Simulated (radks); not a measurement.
Initial-state core-level shifts of the barium ion Ba+ when its valence configuration changes from [Xe] 6s1. All-electron calculation, Dirac Kohn-Sham, PBE, spin-unpolarised, spherical densities, finite nucleus; open shells fill j = l - 1/2 first; Fermi nuclear charge, rms radius 4.8378 fm. Program: a radial shooting solver on a logarithmic mesh with Libxc functionals. Shifts are changes of the shell-averaged eigenvalues in eV (positive: less bound); the change of the density at the nucleus, which sets a Mossbauer isomer shift, is in e/bohr^3, on a base of 3.228e+05.

valence          3s      4s      4d      5p  density at nucleus
5d0.5 6s0.5  +1.022  +1.010  +1.013  +0.888               -9.89
6s0.5 6p0.5  -0.507  -0.504  -0.502  -0.472               -7.85
6p1          -1.010  -1.006  -1.001  -0.938              -15.77
5d1          +1.965  +1.945  +1.953  +1.726              -18.95
4f0.5 6p0.5  +2.657  +2.540  +2.369  +1.040              -22.57
